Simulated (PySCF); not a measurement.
# Electron correlation in As (arsenic, neutral)

[Ar] 3d10 4s2 4p3, high-spin 4S determinant. All numbers are calculated (PySCF 2.14, the non-relativistic Hamiltonian (point nucleus), in def2-QZVPPD). Frozen: [Ar] 3d10; 5 electrons correlated.

```json
{"level": "CCSD", "correlation energy (mhartree)": "-89.65"}
{"level": "(T)", "correlation energy (mhartree)": "-3.42"}
{"level": "CCSD(T)", "correlation energy (mhartree)": "-93.07"}
```

Diagnostics: T1 = 0.0037, D1 = 0.0085, largest double amplitude 0.041.

Task: Is a single reference adequate?

Result: Yes, within this model without spin-orbit coupling: T1 lies below 0.03 and no double amplitude reaches 0.07.
